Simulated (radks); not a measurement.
The numbers below are computed, except where a source is named.
Ionisation of the platinum ion Pt2+, [Xe] 4f14 5d8, to Pt3+, [Xe] 4f14 5d7, under several functionals. Dirac Kohn-Sham, spin-unpolarised, spherical densities, finite nucleus; open shells fill j = l - 1/2 first; a radial shooting solver on a logarithmic mesh with Libxc functionals.

functional,E(Pt2+) (hartree),Exc (hartree),IE (eV),-e(HOMO) (eV),<r> HOMO (bohr),IE error (eV)
HCTH/407,-18452.4319,-367.5264,31.846,25.520,1.569,+2.846
OLYP,-18448.3698,-363.3017,31.463,25.147,1.574,+2.463
exchange-only PBE,-18437.1966,-351.8274,30.297,24.067,1.598,+1.297
PW91,-18443.6228,-358.3368,31.529,25.250,1.583,+2.529
revPBE,-18442.2370,-356.9401,31.366,25.087,1.581,+2.366
SOGGA,-18436.0792,-350.7225,31.367,25.089,1.581,+2.367
B86b exchange with PBE correlation,-18443.1876,-357.8952,31.471,25.193,1.583,+2.471
RPBE,-18442.3870,-357.0913,31.362,25.083,1.582,+2.362

NIST Atomic Spectra Database: 29 eV (theoretical). Closest: exchange-only PBE. The Delta-SCF values span 1.55 eV, the total energies 16.35 hartree. The highest occupied level is 5d5/2. Spin polarisation and multiplet splitting are left out, so open shells lie too high by an amount that depends on their filling.

Beside tabulated values, note that spin-unpolarised runs miss the spin-polarisation part of the exchange energy of open shells.
